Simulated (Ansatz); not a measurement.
Two isomers of C2H8OSi2: A = `C=C[SiH2]O[SiH3]`, B = `O/C=C/[SiH2][SiH3]`.

Program: Ansatz. Geometries: PBE0-D4/def2-TZVP. ΔE: electronic, gas phase. CCSD(T)/CBS is the MP2 limit (def2-TZVPP, def2-QZVPP) plus CCSD(T) − MP2 in def2-TZVPP, frozen cores. DFT in def2-TZVPP. B3LYP here is the variant with VWN-RPA as its local correlation; programs differ in this. One conformer a species, not always the lowest.

(1) Which isomer does CCSD(T)/CBS put lower? Give the gap. (Best estimate.)

(2) Give E(B) − E(A) in kcal/mol with HF/def2-TZVPP, PBE0-D4, ωB97M-V, B3LYP, MP2/def2-TZVPP, CCSD/def2-TZVPP, B3LYP-D4. (Best estimate.)

Largest T1 diagnostic: 0.013.

Answers

(1) The calculation gave: A, by 59.7 kcal/mol.

(2) Computed: HF/def2-TZVPP 67.2, PBE0-D4 50.9, ωB97M-V 58.4, B3LYP 56.8, MP2/def2-TZVPP 61.5, CCSD/def2-TZVPP 60.4, B3LYP-D4 57.6. None reverses the order clearly.

The D4 term adds +0.8 kcal/mol with B3LYP and +0.4 kcal/mol with PBE0; it sums over pairs of atoms, weighted by their polarisabilities, and B3LYP, whose exchange is more repulsive, gets the larger term. From PBE to PBE0 (25 % exact exchange), in def2-TZVPP and without D4, E(B) − E(A) moves by +4.0 kcal/mol.
